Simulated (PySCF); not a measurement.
Start geometry of `C/C=N\[NH][SnH3]` from GFN2-xTB (Å):
```
atom  x, y, z in Å
C1    -2.2062    0.0245   -0.3620
C2    -1.1682   -1.0021   -0.5325
N3     0.0608   -0.8616   -0.3443
N4     0.6409    0.3168    0.0495
Sn5    2.5633    0.3455    0.4605
H6    -2.0306    0.9112   -1.0160
H7    -3.1899   -0.3592   -0.6218
H8    -2.2434    0.4136    0.6603
H9    -1.4624   -1.9793   -0.8306
H10   -0.0486    1.0677    0.2352
H11    2.8712    1.9113    0.9439
H12    3.3676   -0.0766   -0.9050
H13    2.8511   -0.7286    1.6687
```

Question: What comes out of this run: PBE0-D3(BJ)/def2-SVP geometry optimisation, gas phase, def2 core potentials past Kr in PySCF?

Answer: 
```
atom  x, y, z in Å
C1    -2.214    0.012   -0.276
C2    -1.173   -1.038   -0.510
N3     0.090   -0.864   -0.381
N4     0.575    0.329   -0.013
Sn5    2.583    0.390    0.379
H6    -2.062    0.889   -0.932
H7    -3.222   -0.377   -0.468
H8    -2.194    0.384    0.766
H9    -1.479   -2.042   -0.822
H10   -0.085    1.063    0.249
H11    2.891    2.030    0.769
H12    3.394   -0.104   -1.040
H13    2.936   -0.648    1.694
```

The energy falls by 6.8 kcal/mol over 11 energy and gradient evaluations, the largest force component goes from 0.0713 to 3.0e-04 Eh/bohr, and the atoms move by 0.064 Å rms after alignment. The bond that changes most is N4–Sn5 (ends: nitrogen bonded to N, Sn and H; tin bonded to N and 3 H), which lengthens by 0.081 Å. Bonds longer at the end by more than 0.005 Å: 9 of 12; shorter: 3. Among the angles that change most is N3–N4–H10, from 113.1° to 118.5°. Rotational constants go from 14425, 938.7, 898.2 to 13611, 930.7, 889.2 MHz. The orientation of the end geometry is arbitrary; only internal coordinates are fixed.

The run used 122 basis functions and 82 SCF cycles in all. On an AMD EPYC 9R14 with one thread, no GPU, shared host, this took 49 s wall and 0.52 GiB of memory at its peak.

No frequency check. The numbers are those of one conformer.
